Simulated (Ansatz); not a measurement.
`[SiH3]OCS`. The species carries charge 0 and has multiplicity 1. Geometry: relaxed with PBE0-D4/def2-TZVP. It is one conformer, not always the lowest.

```xyz
10

Si   -0.424    0.671    1.453
O    -0.402    0.438   -0.179
C     0.196   -0.680   -0.773
S     0.051   -0.654   -2.565
H    -1.114    1.960    1.678
H     0.964    0.718    1.992
H    -1.148   -0.439    2.133
H    -0.302   -1.608   -0.468
H     1.253   -0.751   -0.499
H     0.925    0.344   -2.770
```

(1) What is the dipole moment at r2SCAN/def2-TZVPP? (An estimate is asked.)

(2) And with PBE, B3LYP, ωB97M-V? (Estimate.)

(3) Give the Mulliken charges with r2SCAN, PBE, B3LYP in def2-TZVPP. (An estimate is asked.)

Answers

(1) Ansatz gave: 1.52 D, with components (1.01, -0.18, 1.12) D in this frame, pointing from negative to positive charge.

(2) Ansatz gave: PBE 1.43 D, B3LYP 1.52 D, ωB97M-V 1.50 D.

(3) Ansatz gave: 
```csv
atom,r2SCAN,PBE,B3LYP
Si1,0.43,0.34,0.41
O2,-0.36,-0.28,-0.35
C3,0.06,-0.05,-0.03
S4,-0.15,-0.16,-0.15
H5,-0.06,-0.05,-0.06
H6,-0.08,-0.07,-0.08
H7,-0.08,-0.07,-0.08
H8,0.08,0.12,0.12
H9,0.08,0.12,0.12
H10,0.09,0.10,0.09
```

B3LYP here is the variant with VWN-RPA as its local correlation; programs differ in this.
